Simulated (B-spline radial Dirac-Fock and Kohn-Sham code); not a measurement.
X-ray form factors of tin in several charge states

These are calculated numbers from a radial B-spline solver; the model is configuration-average Dirac-Fock orbitals.

Configurations: Sn¹⁷⁺ [Ar] 3d10 4s2 4p3; Sn¹⁸⁺ [Ar] 3d10 4s2 4p2; Sn¹⁹⁺ [Ar] 3d10 4s2 4p1. The first column is f₀ of Sn¹⁷⁺, the others are differences from it.

```
s (Å⁻¹)   Sn¹⁷⁺  Δ Sn¹⁸⁺  Δ Sn¹⁹⁺
      0  33.000   -1.000   -2.000
   0.05  32.899   -0.987   -1.974
    0.1  32.601   -0.948   -1.898
   0.15  32.118   -0.886   -1.777
    0.2  31.467   -0.805   -1.618
   0.25  30.673   -0.710   -1.430
    0.3  29.763   -0.606   -1.225
   0.35  28.766   -0.499   -1.013
    0.4  27.710   -0.393   -0.804
   0.45  26.622   -0.295   -0.607
    0.5  25.525   -0.206   -0.429
    0.6  23.378   -0.066   -0.147
    0.7  21.373   +0.018   +0.027
    0.8  19.552   +0.054   +0.105
    0.9  17.912   +0.056   +0.113
      1  16.429   +0.039   +0.082
    1.1  15.076   +0.016   +0.035
    1.2  13.833   -0.006   -0.009
    1.4  11.636   -0.032   -0.063
    1.6   9.816   -0.033   -0.068
```
